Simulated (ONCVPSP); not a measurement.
**Ti (Z = 22): variants of one ONCV potential**

Base potential:

Ti (Z = 22), optimised norm-conserving Vanderbilt (ONCV), made with ONCVPSP 4.0.1 (PW91, non-relativistic). Core [Ne], reference 3s2 3p6 3d3 4s1. Waves: 3s+4s: rc 1.60 bohr, ncon 5, nbas 9, qcut 7.3 1/bohr, 2 projectors; 3p: rc 1.00 bohr, ncon 4, nbas 7, qcut 6.8 1/bohr, 2 projectors, debl 1.6 Ha; 3d: rc 2.20 bohr, ncon 4, nbas 9, qcut 8.3 1/bohr, 2 projectors, debl 3 Ha. Local part: polynomial inside 0.80 bohr (lpopt 1, dvloc0 0 Ha). Core correction: none.

All-electron outer shells of the reference configuration (PW91, non-relativistic, ld1.x):

```tsv
shell	level (eV)	outermost node (bohr)	outermost maximum (bohr)
2p	-439.87	–	0.22
3s	-58.39	0.40	0.88
3p	-35.55	0.37	0.90
4s	-3.69	1.27	3.07
3d	-2.01	–	1.01
```

Cutoffs, loose and tight: the cutoffs (Ha) at which the residual kinetic energy of the hardest occupied pseudo-wave falls to 1 and 0.1 mHa per electron. They do not see the model core or the augmentation charge, which bear on the density cutoff. Test errors are all-electron minus pseudo excitation energies from the reference, over the configurations 3s2 3p6 3d2 4s2; 3s2 3p6 3d2 4s1; 3s2 3p6 3d2 4s0; 3s2 3p6 3d3 4s0. A dash means not determined; rows that change the core or the reference have their own tests. The largest error is taken over the tests solved by every variant that gives reliable tests at all: 3s2 3p6 3d2 4s1; 3s2 3p6 3d2 4s2; 3s2 3p6 3d3 4s0.

A true bound ghost makes a file unfit for plane-wave use even where its test errors are small: the radial tests pick states by their node count and pass the ghost by.

```json
{"change": "base", "outcome": "generated", "cutoff, loose": "53 Ha", "cutoff, tight": "130 Ha", "bound ghosts": "none", "GHOST(+) flags above zero": "s", "largest test error (meV)": "+32"}
{"change": "p: rc 0.88", "outcome": "generated", "cutoff, loose": "57 Ha", "cutoff, tight": "147 Ha", "bound ghosts": "none", "GHOST(+) flags above zero": "s, p", "largest test error (meV)": "+32"}
{"change": "p: rc 1.24", "outcome": "generated", "cutoff, loose": "23 Ha", "cutoff, tight": "26 Ha", "bound ghosts": "none", "GHOST(+) flags above zero": "s", "largest test error (meV)": "+31"}
{"change": "p: rc 1.4", "outcome": "generated", "cutoff, loose": "23 Ha", "cutoff, tight": "26 Ha", "bound ghosts": "none", "GHOST(+) flags above zero": "s", "largest test error (meV)": "+31"}
```

Q: What comes out with this change to the base: p: rc 1.18?

A: outcome: generated; cutoff, loose: 23 Ha; cutoff, tight: 58 Ha; bound ghosts: none; GHOST(+) flags above zero: s; largest test error (meV): +31.

Q: What comes out with this change to the base: p: rc 0.72; local potential polynomial inside 0.72 bohr (lpopt 1, dvloc0 0 Ha)?

A: outcome: generated; cutoff, loose: 264 Ha; cutoff, tight: 318 Ha; bound ghosts: p; GHOST(+) flags above zero: s, p; largest test error (meV): +32.

Reading the sweep of the p radius (base included, trends over the rows without a ghost): The loose cutoff falls from 57 Ha at 0.88 to 23 Ha at 1.4 bohr. A larger radius leaves more room for a smooth pseudo-wave, so fewer plane waves are needed; a smaller one forces it to follow the all-electron wave where it bends sharply. Bound ghosts are found at 0.72 bohr.
